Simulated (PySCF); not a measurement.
Does the answer move with the share of exact exchange?

C₃H₈OSi.
Cartesian coordinates in Å at the PBE0-D3(BJ)/def2-SVP level; atoms count from 1:
```xyz
13
C3H8OSi angstrom
C      2.0265    1.1989    0.4049
O      1.1009    0.2864    0.9290
Si     0.1249   -0.7101    0.0336
C     -1.5814   -1.0059    0.6398
C     -1.4859   -0.0872   -0.6200
H      2.5040    1.7333    1.2401
H      1.5449    1.9478   -0.2496
H      2.8219    0.6964   -0.1753
H      0.8845   -1.7495   -0.7054
H     -1.9043   -0.5121    1.5635
H     -2.0611   -1.9810    0.5001
H     -1.9074   -0.4864   -1.5498
H     -1.7619    0.9617   -0.4602
```

PySCF, pcSseg-2 basis, density fitting, gas phase, PBE0-D3(BJ)/def2-SVP geometry. One functional is left out:

```json
{"functional": "B97-D", "exact exchange (%)": "0", "HOMO energy (eV)": "-5.53", "LUMO energy (eV)": "-0.18", "dipole moment (D)": "1.007"}
{"functional": "BLYP", "exact exchange (%)": "0", "HOMO energy (eV)": "-5.44", "LUMO energy (eV)": "-0.25", "dipole moment (D)": "1.022"}
{"functional": "BP86", "exact exchange (%)": "0", "HOMO energy (eV)": "-5.66", "LUMO energy (eV)": "-0.28", "dipole moment (D)": "0.997"}
{"functional": "LDA", "exact exchange (%)": "0", "HOMO energy (eV)": "-5.70", "LUMO energy (eV)": "-0.51", "dipole moment (D)": "1.022"}
{"functional": "OPBE", "exact exchange (%)": "0", "HOMO energy (eV)": "-5.53", "LUMO energy (eV)": "-0.12", "dipole moment (D)": "0.937"}
{"functional": "PBE", "exact exchange (%)": "0", "HOMO energy (eV)": "-5.57", "LUMO energy (eV)": "-0.31", "dipole moment (D)": "0.977"}
{"functional": "B3LYP", "exact exchange (%)": "20", "HOMO energy (eV)": "-6.53", "LUMO energy (eV)": "0.18", "dipole moment (D)": "1.109"}
{"functional": "PBE0", "exact exchange (%)": "25", "HOMO energy (eV)": "-6.73", "LUMO energy (eV)": "0.45", "dipole moment (D)": "1.078"}
{"functional": "mPW1PW91", "exact exchange (%)": "25", "HOMO energy (eV)": "-6.76", "LUMO energy (eV)": "0.44", "dipole moment (D)": "1.089"}
{"functional": "BHandHLYP", "exact exchange (%)": "50", "HOMO energy (eV)": "-7.79", "LUMO energy (eV)": "1.03", "dipole moment (D)": "1.224"}
```

Question: Predict the row of B97-2 (21 % exact exchange) by straight lines through the other rows, and check it.

Answer: 
| property | line | computed | computed − line | B3LYP (20 %), for comparison |
| --- | --- | --- | --- | --- |
| HOMO energy (eV) | -6.53 | -6.48 | +0.05 | -6.53 |
| LUMO energy (eV) | 0.28 | 0.48 | +0.20 | 0.18 |
| dipole moment (D) | 1.086 | 1.070 | -0.016 | 1.109 |

Question: Which of these properties follows the share of exact exchange most closely, and which least?

Answer: Most closely the HOMO energy, least the dipole moment; the correlations over the tabulated rows are HOMO energy -0.995, LUMO energy 0.974, dipole moment 0.940. The HOMO energy moves by -0.452 eV for every 10 %. Functionals with the same share still differ in their other parts: at 0 % BLYP and LDA differ by 0.26 eV in it.
